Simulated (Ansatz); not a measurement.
Species: C3H10BSi (charge -1, singlet). It need not be the lowest isomer of its formula. Whether it binds its extra electron was not tested at this geometry. SMILES: C[SiH-]B(C)C
Geometry from a B3LYP-D3(BJ)/def2-TZVP (Ansatz, a first-principles code) optimisation:
```xyz
15

C      2.3525    -0.6146    -0.2103
Si     0.8804     0.6376    -0.3494
B     -0.8507     0.0242     0.1811
C     -2.0337     1.0432     0.5491
C     -1.3116    -1.5058     0.0319
H      2.7615    -0.6868     0.8027
H      3.1775    -0.3626    -0.8837
H      1.9979    -1.6107    -0.4935
H      1.3505     1.9072     0.3223
H     -2.8842     0.9661    -0.1458
H     -2.4403     0.7969     1.5418
H     -1.7258     2.0925     0.5776
H     -0.5205    -2.1883    -0.2931
H     -1.6788    -1.8761     1.0012
H     -2.1540    -1.6228    -0.6669
```
Charge -1, spin multiplicity 1.

Parts of the frozen-core correlation energy in cc-pV(Q+d)Z (Ansatz, hartree). Frozen orbitals: 9; correlated occupied orbitals by spin: 15 and 15; virtual: 560 and 560. No spin-orbit coupling. No relativistic terms. The restricted reference is unstable.

```csv
term,value
reference (HF),-433.08713
MP2 opposite-spin,-0.66505
MP2 same-spin,-0.17307
CCSD correlation,-0.89131
(T),-0.04070
T1 diagnostic,0.017
largest doubles amplitude,0.027
```
